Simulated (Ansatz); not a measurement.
Start from `F[SiH](Cl)[GeH3]` and change one atom or group to get `N#C[SiH](F)Cl`.

Ansatz, PBE0-D4/def2-TZVP geometries, multiplicity 1. 

Scalar relativity is left out up to krypton.

```json
{"property": "HOMO–LUMO gap (PBE/def2-TZVPP) / eV", "`F[SiH](Cl)[GeH3]`": "5.86"}
{"property": "HOMO–LUMO gap (ωB97M-V/def2-TZVPP) / eV", "`F[SiH](Cl)[GeH3]`": "11.78"}
{"property": "LUMO energy (ωB97M-V/def2-TZVPP) / eV", "`F[SiH](Cl)[GeH3]`": "1.40"}
{"property": "HOMO energy (B3LYP/def2-TZVPP) / eV", "`F[SiH](Cl)[GeH3]`": "-8.14"}
{"property": "ideal-gas entropy at 298 K and 1 bar (rigid rotor, harmonic PBE0-D4/def2-TZVP) / J/(mol·K)", "`F[SiH](Cl)[GeH3]`": "357"}
{"property": "zero-point energy (PBE0-D4/def2-TZVP) / kJ/mol", "`F[SiH](Cl)[GeH3]`": "97.0"}
```

Q: What does the change do to each property? (An estimate is asked.)

A: Computed: 
```tsv
property	`N#C[SiH](F)Cl`	shift
HOMO–LUMO gap (PBE/def2-TZVPP) / eV	6.21	0.35
HOMO–LUMO gap (ωB97M-V/def2-TZVPP) / eV	13.02	1.24
LUMO energy (ωB97M-V/def2-TZVPP) / eV	0.59	-0.81
HOMO energy (B3LYP/def2-TZVPP) / eV	-9.87	-1.73
ideal-gas entropy at 298 K and 1 bar (rigid rotor, harmonic PBE0-D4/def2-TZVP) / J/(mol·K)	327	-30
zero-point energy (PBE0-D4/def2-TZVP) / kJ/mol	58.3	-38.7
```

With PBE0 the HOMO falls by 1.80 eV and the LUMO falls by 1.05 eV, so the gap widens by about 0.75 eV. PBE moves the HOMO by -1.52 eV and ωB97M-V by -2.04 eV. The zero-point energy changes by -38.7 kJ/mol with -6 modes.

B3LYP here is the variant with VWN-RPA as its local correlation; programs differ in this.
